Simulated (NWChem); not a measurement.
All runs are NWChem calculations. System: F2S, charge 0, spin multiplicity 1, displaced from the optimised geometry.

The NWChem input:

```
start mol
memory heap 200 mb stack 900 mb global 1100 mb
geometry units angstroms nocenter noautoz noautosym
  F      1.227542     0.000000    -0.491554
  S      0.000000     0.000000     0.552998
  F     -3.068855     0.000000    -2.058383
end
basis spherical
  * library cc-pvdz
end
dft
  xc xpbe96 cpbe96
  semidirect memsize 60000000 filesize 0
  iterations 100
end
task dft energy
```

The output up to the point where the run's verdict is printed (cleaned and shortened):

```
             Northwest Computational Chemistry Package (NWChem) 7.3.0
             --------------------------------------------------------

                                NWChem Input Module
                                -------------------

 Scaling coordinates for geometry "geometry" by  1.889725989
 (inverse scale =  0.529177249)

                             Geometry "geometry" -> ""
                             -------------------------

 Output coordinates in angstroms (scale by  1.889725989 to convert to a.u.)

  No.       Tag          Charge          X              Y              Z
 ---- ---------------- ---------- -------------- -------------- --------------
    1 F                    9.0000     1.22754200     0.00000000    -0.49155400
    2 S                   16.0000     0.00000000     0.00000000     0.55299800
    3 F                    9.0000    -3.06885500     0.00000000    -2.05838300

 Effective nuclear repulsion energy (a.u.)      75.5603354898

            Nuclear Dipole moment (a.u.)
            ----------------------------
        X                 Y               Z
 ---------------- ---------------- ----------------
   -31.3161932629     0.0000000000   -26.6479048876


 Summary of "ao basis" -> "" (spherical)
 ------------------------------------------------------------------------------
       Tag                 Description            Shells   Functions and Types
 ---------------- ------------------------------  ------  ---------------------
 *                          cc-pvdz                   on all atoms

  pbe96 is a nonlocal functional; adding pw91lda local functional.

                                 NWChem DFT Module
                                 -----------------

 Summary of "ao basis" -> "ao basis" (spherical)
 ------------------------------------------------------------------------------
       Tag                 Description            Shells   Functions and Types
 ---------------- ------------------------------  ------  ---------------------
 F                          cc-pvdz                  6       14   3s2p1d
 S                          cc-pvdz                  8       18   4s3p1d
[...]
 d= 0,ls=0.5,diis    52   -594.8573327353  1.36D+00  2.24D-02  1.74D+01     6.5
 d= 0,ls=0.5,diis    53   -592.8765216594  1.98D+00  1.26D-02  2.45D+01     6.6
 d= 0,ls=0.5,diis    54   -591.8984494155  9.78D-01  6.62D-03  1.97D+01     6.7
 d= 0,ls=0.5,diis    55   -591.5826425406  3.16D-01  3.47D-03  1.66D+01     6.9
 d= 0,ls=0.5,diis    56   -591.5139377990  6.87D-02  2.84D-03  1.52D+01     7.0
 d= 0,ls=0.5,diis    57   -591.3925743653  1.21D-01  3.42D-03  1.58D+01     7.1
 d= 0,ls=0.5,diis    58   -591.2572410182  1.35D-01  6.16D-03  1.68D+01     7.2
 d= 0,ls=0.5,diis    59   -591.5105708095 -2.53D-01  7.27D-03  1.46D+01     7.3
 d= 0,ls=0.5,diis    60   -591.8215294037 -3.11D-01  4.55D-03  1.18D+01     7.4
 d= 0,ls=0.5,diis    61   -591.9678882210 -1.46D-01  3.73D-03  1.05D+01     7.5
 d= 0,ls=0.5,diis    62   -592.1116104500 -1.44D-01  1.24D-01  9.13D+00     7.6
 d= 0,ls=0.5,diis    63   -588.9440065749  3.17D+00  7.18D-03  2.94D+01     7.7
 d= 0,ls=0.5,diis    64   -589.4846789787 -5.41D-01  5.74D-03  2.48D+01     7.8
 d= 0,ls=0.5,diis    65   -589.7986840368 -3.14D-01  4.59D-02  2.28D+01     7.9
 d= 0,ls=0.5,diis    66   -592.7099902334 -2.91D+00  3.62D-02  3.47D+01     8.0
 d= 0,ls=0.5,diis    67   -595.0174398105 -2.31D+00  1.85D-02  2.19D+01     8.1
 d= 0,ls=0.5,diis    68   -595.8629799885 -8.46D-01  1.31D-02  1.35D+01     8.2
 d= 0,ls=0.5,diis    69   -596.3343235452 -4.71D-01  8.10D-03  8.53D+00     8.3
 d= 0,ls=0.5,diis    70   -596.5880870984 -2.54D-01  1.31D-02  5.69D+00     8.4
 d= 0,ls=0.5,diis    71   -596.9772362270 -3.89D-01  4.42D-02  1.03D+00     8.5
 d= 0,ls=0.5,diis    72   -596.3356227761  6.42D-01  6.57D-03  3.99D+00     8.6
 d= 0,ls=0.5,diis    73   -596.2325318882  1.03D-01  2.03D-02  4.91D+00     8.7
 d= 0,ls=0.5,diis    74   -595.4523227953  7.80D-01  2.41D-02  1.21D+01     8.8
 d= 0,ls=0.5,diis    75   -593.5036671513  1.95D+00  1.49D-02  2.42D+01     8.9
 d= 0,ls=0.5,diis    76   -592.2214610322  1.28D+00  8.61D-03  2.15D+01     9.0
 d= 0,ls=0.5,diis    77   -591.6810149614  5.40D-01  4.15D-03  1.74D+01     9.1
 d= 0,ls=0.5,diis    78   -591.6062038136  7.48D-02  2.55D-03  1.52D+01     9.2
 d= 0,ls=0.5,diis    79   -591.6023467259  3.86D-03  1.76D-03  1.41D+01     9.3
 d= 0,ls=0.5,diis    80   -591.6084774481 -6.13D-03  4.48D-03  1.36D+01     9.4
 d= 0,ls=0.5,diis    81   -591.7721462411 -1.64D-01  3.95D-03  1.22D+01     9.5
 d= 0,ls=0.5,diis    82   -591.9025750689 -1.30D-01  4.07D-03  1.07D+01     9.6
 d= 0,ls=0.5,diis    83   -591.7540781913  1.48D-01  2.94D-03  1.25D+01     9.7
 d= 0,ls=0.5,diis    84   -591.6040065863  1.50D-01  8.28D-02  1.40D+01     9.8
 d= 0,ls=0.5,diis    85   -595.4770275005 -3.87D+00  8.07D-03  1.70D+01     9.9
 d= 0,ls=0.5,diis    86   -595.7925806396 -3.16D-01  3.02D-03  1.40D+01    10.0
 d= 0,ls=0.5,diis    87   -595.7145353160  7.80D-02  1.83D-03  1.49D+01    10.1
 d= 0,ls=0.5,diis    88   -595.8055019067 -9.10D-02  5.02D-03  1.39D+01    10.2
 d= 0,ls=0.5,diis    89   -596.0494500115 -2.44D-01  1.18D-02  1.15D+01    10.3
 d= 0,ls=0.5,diis    90   -596.5691836492 -5.20D-01  4.67D-02  5.92D+00    10.4
 d= 0,ls=0.5,diis    91   -596.4733943010  9.58D-02  2.91D-03  2.41D+00    10.5
 d= 0,ls=0.5,diis    92   -596.4212900967  5.21D-02  1.35D-03  3.01D+00    10.6
 d= 0,ls=0.5,diis    93   -596.4004004092  2.09D-02  1.31D-03  3.22D+00    10.7
 d= 0,ls=0.5,diis    94   -596.3849204506  1.55D-02  1.87D-03  3.38D+00    10.8
 d= 0,ls=0.5,diis    95   -596.3977279550 -1.28D-02  3.75D-03  3.18D+00    10.9
 d= 0,ls=0.5,diis    96   -596.3484382072  4.93D-02  5.78D-03  3.68D+00    11.0
 d= 0,ls=0.5,diis    97   -596.4867079860 -1.38D-01  5.99D-03  2.29D+00    11.1
 d= 0,ls=0.5,diis    98   -596.6132051079 -1.26D-01  4.49D-02  1.00D+00    11.2
 d= 0,ls=0.5,diis    99   -596.6053312533  7.87D-03  3.01D-03  5.42D+00    11.3
 d= 0,ls=0.5,diis   100   -596.5314731645  7.39D-02  2.23D-03  6.18D+00    11.4
```

Convergence was not reached. The next line reads: Calculation failed to converge. NWChem stopped with the message: dft energy failed.
